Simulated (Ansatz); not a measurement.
```xyz
14

C     0.759   -1.191    1.084
Si   -0.139   -0.300   -0.280
C    -1.639    0.596    0.359
C     0.994    0.841   -1.215
F    -0.657   -1.418   -1.321
H     0.097   -1.894    1.597
H     1.137   -0.483    1.827
H     1.610   -1.753    0.693
H    -2.322   -0.091    0.865
H    -2.186    1.077   -0.456
H    -1.353    1.372    1.075
H     1.380    1.628   -0.560
H     0.470    1.322   -2.044
H     1.849    0.297   -1.625
```

The species carries charge 0 and has multiplicity 1.

(1) List the PBE/def2-TZVPP orbital energies in eV (the Gaussian-basis code of Ansatz). (Best estimate.)

## Answers

(1) Ansatz gave: Occupied: -1779.76, -659.15, -268.40, -268.40, -268.40, -137.39, -94.20, -94.09, -94.09, -28.84, -17.75, -16.88, -16.88, -12.27, -10.44, -10.34, -10.34, -9.87, -9.87, -9.42, -9.36, -9.23, -9.23, -7.20, -7.20. Lowest empty: 0.16, 0.83, 1.24, 1.24, 1.74, 1.90, 1.90, 2.78.
